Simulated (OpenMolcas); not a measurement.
# neutral phosphorus: thermal populations, Slater's ratio, worked from levels

```
Program             : OpenMolcas
Basis               : ANO-RCC-VTZP [5s4p2d1f]
Scalar Hamiltonian  : DKH2, point nucleus
Active space        : 5 electrons in 4 orbitals (3s 3p)
State averaging     : 2S+1 = 4 odd, 1 root; 2S+1 = 2 odd, 8 roots
Spin-orbit coupling : state interaction with AMFI integrals over the reference wave functions, term energies averaged over their components
```

Methods: CASSCF; SS-CASPT2, IPEA 0.25 Eh, imaginary shift 0.1 Eh (closed shells correlated: 2s 2p). Measured levels: NIST Handbook of Basic Atomic Spectroscopic Data.

**Thermal populations.** Z = Σ (2J + 1) exp(-E/kT) with k = 0.695035 cm-1/K, over the levels below. No other level of either list lies under 55900 cm-1, which is above 7 kT at each temperature.

```
          Level  2J + 1  SS-CASPT2  measured
3s2 3p3 4S* 3/2       4        0.0       0.0
3s2 3p3 2D* 3/2       4      11850     11361
3s2 3p3 2D* 5/2       6      11860     11377
3s2 3p3 2P* 1/2       2      18940     18723
3s2 3p3 2P* 3/2       4      18940     18748
```

| T (K) | Z, SS-CASPT2 | Z, measured levels | Ground level (%), SS-CASPT2 | Ground level (%), measured levels |
| --- | --- | --- | --- | --- |
| 5000 | 4.356 | 4.407 | 91.8 | 90.8 |
| 8000 | 5.385 | 5.500 | 74.3 | 72.7 |

At 8000 K, kT = 5560 cm-1, and the computed levels give Z = 4.000 + 0.475 + 0.711 + 0.066 + 0.133 = 5.385.

**Slater's ratio.** With one set of orbitals, p3 has 2D* - 4S* = 9 F2 and 2P* - 2D* = 6 F2 (F2 = F²/25), a ratio of 2/3. Term energies are centres of gravity, weighted by 2J + 1.

| Source | 2D* - 4S* | 2P* - 4S* | F2 from the first | Ratio |
| --- | --- | --- | --- | --- |
| CASSCF | 15369 | 20756 | 1708 | 0.351 |
| SS-CASPT2 | 11857 | 18944 | 1317 | 0.598 |
| measured | 11370 | 18740 | 1263 | 0.648 |

Energies in cm-1. A ratio away from 2/3 shows effects beyond one configuration with one set of orbitals, and in heavier atoms second-order spin-orbit shifts. In CASSCF the valence s occupation is 1.95 in 2P* against 2.00 in 2D*: mixing out of s² acts most on 2P* and pulls it down.

CASPT2 breaks the degeneracy within a term, and the mean is taken; among the terms shown or strongly mixed into the levels shown the widest spread is 240 cm-1 (3s2 3p3 2D*, SS-CASPT2). No level of 3s 3p4 was computed, though it lies in the active space. Without dynamic correlation excited terms often stand tens of per cent too high (terms of higher spin than the ground term too low), and those without a measured partner can miss by more than the paired ones (holds for CASSCF). Measured partners are found by configuration, term and J. A level has none where our copy of the source lacks it or the pairing is in doubt (some pairs that miss far off the trend of their configuration count as doubtful), and it then counts in no deviation. Levels of configurations outside the active space are missing.

* marks odd parity.
